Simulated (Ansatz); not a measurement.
Co2S2. The state is a triplet with charge 0. Geometry r2SCAN-D4/def2-SVP.

Cartesian coordinates in Å:
```
Co -0.7688 -0.5807 -0.7094
Co 0.7317 0.5522 0.6832
S -0.7825 -0.7258 1.4398
S 0.8197 0.7544 -1.4136
```

HSE06 is defined as in plane-wave codes, on full-range PBE exchange. At HF/STO-3G, LDA (SPW92)/def2-TZVP, r2SCAN-D4/def2-TZVP, PBE0-D4/def2-TZVP and others the charge 0 triplet is spin-contaminated (final ⟨S²⟩ up to 5.86, 2.00 for a pure state). The order of the spin states hangs on the level: the broken-symmetry singlet lies 0.23 eV below the triplet at PBE0-D4/def2-TZVP, but 0.01 eV above it at r2SCAN-D4/def2-TZVP. The structure comes from a short search, and lower isomers may exist.

Task: Estimate the α-spin orbital energies around the gap (eV) in Ansatz with HF/STO-3G, LDA (SPW92)/def2-TZVP, r2SCAN-D4/def2-TZVP, PBE0-D4/def2-TZVP, HSE06-D4/def2-TZVP.

Result: 
```json
{"orbital": "HOMO−9", "HF/STO-3G": "-17.91", "LDA (SPW92)/def2-TZVP": "-8.02", "r2SCAN-D4/def2-TZVP": "-8.98", "PBE0-D4/def2-TZVP": "-10.78", "HSE06-D4/def2-TZVP": "-10.36"}
{"orbital": "HOMO−8", "HF/STO-3G": "-17.82", "LDA (SPW92)/def2-TZVP": "-7.56", "r2SCAN-D4/def2-TZVP": "-7.81", "PBE0-D4/def2-TZVP": "-9.21", "HSE06-D4/def2-TZVP": "-8.79"}
{"orbital": "HOMO−7", "HF/STO-3G": "-16.09", "LDA (SPW92)/def2-TZVP": "-7.43", "r2SCAN-D4/def2-TZVP": "-7.45", "PBE0-D4/def2-TZVP": "-8.85", "HSE06-D4/def2-TZVP": "-8.44"}
{"orbital": "HOMO−6", "HF/STO-3G": "-15.80", "LDA (SPW92)/def2-TZVP": "-6.46", "r2SCAN-D4/def2-TZVP": "-7.43", "PBE0-D4/def2-TZVP": "-8.36", "HSE06-D4/def2-TZVP": "-7.95"}
{"orbital": "HOMO−5", "HF/STO-3G": "-12.40", "LDA (SPW92)/def2-TZVP": "-6.37", "r2SCAN-D4/def2-TZVP": "-7.10", "PBE0-D4/def2-TZVP": "-8.24", "HSE06-D4/def2-TZVP": "-7.82"}
{"orbital": "HOMO−4", "HF/STO-3G": "-10.39", "LDA (SPW92)/def2-TZVP": "-6.35", "r2SCAN-D4/def2-TZVP": "-6.65", "PBE0-D4/def2-TZVP": "-8.13", "HSE06-D4/def2-TZVP": "-7.73"}
{"orbital": "HOMO−3", "HF/STO-3G": "-10.21", "LDA (SPW92)/def2-TZVP": "-6.23", "r2SCAN-D4/def2-TZVP": "-6.40", "PBE0-D4/def2-TZVP": "-7.33", "HSE06-D4/def2-TZVP": "-6.93"}
{"orbital": "HOMO−2", "HF/STO-3G": "-10.04", "LDA (SPW92)/def2-TZVP": "-5.73", "r2SCAN-D4/def2-TZVP": "-5.52", "PBE0-D4/def2-TZVP": "-6.79", "HSE06-D4/def2-TZVP": "-6.38"}
{"orbital": "HOMO−1", "HF/STO-3G": "-8.95", "LDA (SPW92)/def2-TZVP": "-5.51", "r2SCAN-D4/def2-TZVP": "-5.34", "PBE0-D4/def2-TZVP": "-6.34", "HSE06-D4/def2-TZVP": "-5.94"}
{"orbital": "HOMO", "HF/STO-3G": "-7.44", "LDA (SPW92)/def2-TZVP": "-5.36", "r2SCAN-D4/def2-TZVP": "-5.20", "PBE0-D4/def2-TZVP": "-6.23", "HSE06-D4/def2-TZVP": "-5.82"}
{"orbital": "LUMO", "HF/STO-3G": "2.01", "LDA (SPW92)/def2-TZVP": "-4.87", "r2SCAN-D4/def2-TZVP": "-3.18", "PBE0-D4/def2-TZVP": "-2.08", "HSE06-D4/def2-TZVP": "-2.43"}
{"orbital": "LUMO+1", "HF/STO-3G": "4.13", "LDA (SPW92)/def2-TZVP": "-4.59", "r2SCAN-D4/def2-TZVP": "-3.05", "PBE0-D4/def2-TZVP": "-1.18", "HSE06-D4/def2-TZVP": "-1.56"}
{"orbital": "LUMO+2", "HF/STO-3G": "4.40", "LDA (SPW92)/def2-TZVP": "-2.81", "r2SCAN-D4/def2-TZVP": "-2.54", "PBE0-D4/def2-TZVP": "-1.03", "HSE06-D4/def2-TZVP": "-1.43"}
{"orbital": "LUMO+3", "HF/STO-3G": "4.48", "LDA (SPW92)/def2-TZVP": "-1.81", "r2SCAN-D4/def2-TZVP": "-1.44", "PBE0-D4/def2-TZVP": "-0.48", "HSE06-D4/def2-TZVP": "-0.86"}
{"orbital": "LUMO+4", "HF/STO-3G": "8.00", "LDA (SPW92)/def2-TZVP": "0.62", "r2SCAN-D4/def2-TZVP": "0.86", "PBE0-D4/def2-TZVP": "1.47", "HSE06-D4/def2-TZVP": "1.10"}
{"orbital": "LUMO+5", "HF/STO-3G": "8.12", "LDA (SPW92)/def2-TZVP": "0.86", "r2SCAN-D4/def2-TZVP": "1.37", "PBE0-D4/def2-TZVP": "2.08", "HSE06-D4/def2-TZVP": "1.70"}
{"orbital": "β HOMO", "HF/STO-3G": "-5.63", "LDA (SPW92)/def2-TZVP": "-5.13", "r2SCAN-D4/def2-TZVP": "-5.68", "PBE0-D4/def2-TZVP": "-6.70", "HSE06-D4/def2-TZVP": "-6.31"}
{"orbital": "β LUMO", "HF/STO-3G": "3.08", "LDA (SPW92)/def2-TZVP": "-4.88", "r2SCAN-D4/def2-TZVP": "-4.34", "PBE0-D4/def2-TZVP": "-3.53", "HSE06-D4/def2-TZVP": "-3.89"}
```
